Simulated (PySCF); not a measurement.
A species of formula C6H13ClOSi has this rotational fingerprint, computed with PBE0/pcSseg-1 in PySCF (dipole) on a GFN2-xTB geometry, gas phase:

- Rotational constants: A = 1645, B = 704.2, C = 516.7 MHz
- Dipole components: |μa| = 1.61 D, |μb| = 1.65 D, |μc| = 0.36 D
- Inertial defect: -46.83 u·Å²
- κ: -0.67

Task: Which candidate fits, each taken in the one conformer that was computed?
A. `[CH3:1][CH2:2][C@@H:3]1[CH2:4][CH2:5][C@H:6]([Cl:7])[SiH2:8][O:9]1` with C1–C2–C3–C4 -176°, C2–C3–C4–C5 180°, C3–C4–C5–C6 69°, C4–C5–C6–Cl7 68°, C5–C6–Si8–O9 32°
B. `[CH2:1]=[CH:2][C@@H:3]([Cl:4])[Si@@H:5]([OH:6])[CH2:7][CH2:8][CH3:9]` with C1–C2–C3–Cl4 130°, C2–C3–Si5–O6 -177°, C3–Si5–O6–H 47°, C3–Si5–C7–C8 -176°, Si5–C7–C8–C9 178°
C. `[CH3:1][O:2][C@@H:3]([CH3:4])[Si@@H:5]([Cl:6])[CH:7]1[CH2:8][CH2:9]1` with C1–O2–C3–C4 72°, O2–C3–Si5–Cl6 172°, C3–Si5–C7–C8 -93°
D. `[CH2:1]=[CH:2][CH2:3][Si@@H:4]([Cl:5])[C@H:6]([CH3:7])[O:8][CH3:9]` with C1–C2–C3–Si4 104°, C2–C3–Si4–Cl5 59°, C3–Si4–C6–C7 179°, Si4–C6–O8–C9 -167°
E. `[CH2:1]=[C:2]([O:3][CH3:4])[Si@H:5]([Cl:6])[CH2:7][CH2:8][CH3:9]` with C1–C2–O3–C4 0°, C1–C2–Si5–Cl6 -6°, C2–Si5–C7–C8 -161°, Si5–C7–C8–C9 -63°

Result: E. It is C=C(OC)[Si@H](Cl)CCC, an asymmetric top, point group C1. The candidates at the same level (rigid rotor, commonest isotopes):

```csv
SMILES,A (MHz),B (MHz),C (MHz),μa (D),μb (D),μc (D),Δ (u·Å²),point group,rotor
C=C(OC)[Si@H](Cl)CCC,1645,704.2,516.7,1.61,1.65,0.36,-46.83,C1,asymmetric top
C=C[C@@H](Cl)[Si@@H](O)CCC,1451,623.2,565.9,0.25,0.99,0.01,-266.12,C1,asymmetric top
CC[C@@H]1CC[C@H](Cl)[SiH2]O1,2088,714.0,639.2,0.83,0.59,2.11,-159.22,C1,asymmetric top
CO[C@@H](C)[Si@@H](Cl)C1CC1,1567,754.1,624.9,1.59,0.89,0.69,-183.89,C1,asymmetric top
C=CC[Si@@H](Cl)[C@H](C)OC,1411,728.1,513.1,1.97,0.91,0.74,-67.24,C1,asymmetric top
```

`CO[C@@H](C)[Si@@H](Cl)C1CC1` has C 21 % too high; `CC[C@@H]1CC[C@H](Cl)[SiH2]O1` has A 27 % too high; `C=C[C@@H](Cl)[Si@@H](O)CCC` has A 12 % too low; `C=CC[Si@@H](Cl)[C@H](C)OC` has A 14 % too low. No structure here is proved a minimum.
